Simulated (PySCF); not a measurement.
Re (rhenium, neutral): MN15 calculation

Configuration: [Xe] 4f14 5d5 6s2, high-spin 6S determinant. Calculation: PySCF 2.14, in ANO-RCC-VTZP (8s7p5d3f2g1h, 104 functions); scalar relativity by spin-free X2C-1e.

| Item | Value |
| --- | --- |
| Total energy | -16704.72 hartree |
| One-electron energy | -22890.75 hartree |
| Hartree (Coulomb) energy | 6534.47 hartree |
| Exchange-correlation energy | -348.44 hartree |
| ⟨S²⟩ | 8.7573 |
| ⟨L²⟩ | 0.000 |
| Sum of ⟨r⟩ | 45.82 bohr |
| Sum of ⟨r²⟩ | 67.54 bohr² |
| Langevin diamagnetic susceptibility | -53.5 ×10⁻⁶ cm³/mol |
| Time after the integrals | roughly 16 core-seconds |

```
shell  electrons  mean orbital energy (eV)  rms radius, mean of both spins (bohr)
 1s β          1                  -71565.7                                 0.0204
 1s α          1                  -71565.6                                 0.0204
 2s β          1                  -12325.3                                 0.0824
 2s α          1                  -12325.0                                 0.0824
 2p β          3                  -10831.8                                 0.0749
 2p α          3                  -10831.7                                 0.0749
 3s α          1                   -2833.4                                  0.212
 3s β          1                   -2833.0                                  0.212
 3p α          3                   -2397.8                                  0.213
 3p β          3                   -2397.5                                  0.213
 3d α          5                   -1875.7                                  0.194
 3d β          5                   -1875.6                                  0.194
 4s β          1                   -582.58                                  0.472
 4s α          1                   -582.41                                  0.472
 4p β          3                   -440.04                                  0.503
 4p α          3                   -440.00                                  0.503
 4d α          5                   -255.12                                  0.542
 4d β          5                   -254.96                                  0.542
 5s α          1                   -89.901                                   1.10
 5s β          1                   -88.143                                   1.10
 5p α          3                   -51.770                                   1.29
 5p β          3                   -48.690                                   1.29
 4f α          7                   -47.211                                  0.650
 4f β          7                   -46.918                                  0.650
 5d α          5                    -8.652                                   2.07
 6s α          1                    -7.923                                   3.32
 6s β          1                    -6.290                                   3.32
```

Spin-orbit coupling, which splits the p, d and f shells strongly at this Z, is absent.

Densities and radii are taken from the X2C orbitals without a picture-change correction, which distorts them close to the nucleus.
